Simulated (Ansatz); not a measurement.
Consider the formal exchange of groups at the Al–O bond: `C[O][AlH][S][SiH3]` + CH₄ → `[CH3][AlH][S][SiH3]` + CH₃OH.

Isolated molecules relaxed with PBE0-D4/def2-TZVP in Ansatz; ΔE leaves out vibrations. CCSD(T)/CBS is the MP2 limit (def2-TZVPP, def2-QZVPP) plus CCSD(T) − MP2 in def2-TZVPP, frozen cores. This one scheme is used for every species. Each species was taken in one conformer, which may not be the lowest.

`C[O][AlH][S][SiH3]`:

```xyz
12

C     0.794   -1.665    0.380
O     0.255   -0.809    1.336
Al   -0.456    0.637    1.759
S    -0.996    2.202    0.333
Si   -0.500    1.269   -1.521
H     1.458   -2.386    0.866
H     1.374   -1.123   -0.375
H     0.004   -2.223   -0.134
H    -0.757    0.898    3.277
H    -1.139   -0.065   -1.651
H    -1.004    2.159   -2.596
H     0.969    1.107   -1.674
```

CH₄:

Cartesian coordinates in Å:
```
C 0.000 0.000 0.000
H -0.881 0.439 -0.466
H 0.894 0.343 -0.519
H -0.061 -1.086 -0.060
H 0.048 0.304 1.045
```

`[CH3][AlH][S][SiH3]`:

Cartesian coordinates in Å:
```
C -1.563 -0.611 -0.300
Al -1.062 0.859 0.872
S 1.032 1.467 1.093
Si 1.980 0.068 -0.210
H -2.627 -0.842 -0.214
H -1.358 -0.365 -1.347
H -0.999 -1.521 -0.075
H -2.080 1.716 1.727
H 1.454 0.167 -1.596
H 3.428 0.392 -0.215
H 1.797 -1.329 0.263
```

CH₃OH:

Cartesian coordinates in Å:
```
C -0.268 -0.190 -0.138
O 1.033 0.345 -0.052
H -0.305 -0.798 -1.042
H -1.036 0.589 -0.220
H -0.512 -0.834 0.716
H 1.088 0.887 0.737
```

```tsv
species	SCS-MP2/def2-TZVPP energy (Eh)
`C[O][AlH][S][SiH3]`	-1046.17948
CH₄	-40.42031
`[CH3][AlH][S][SiH3]`	-971.02278
CH₃OH	-115.52242
```

Problem. Work out ΔE.

Solution. ΔE = (-971.02278) + (-115.52242) − (-1046.17948) − (-40.42031) = 0.05459 Eh = +143.3 kJ/mol. CCSD(T)/CBS gives +137.3 kJ/mol.

Largest T1 diagnostic among the species: 0.012.

In def2-TZVPP, CCSD(T) changes the Hartree–Fock value by −10.0 kJ/mol (the triples alone add −1.1 kJ/mol) and MP2 by −7.0 kJ/mol.
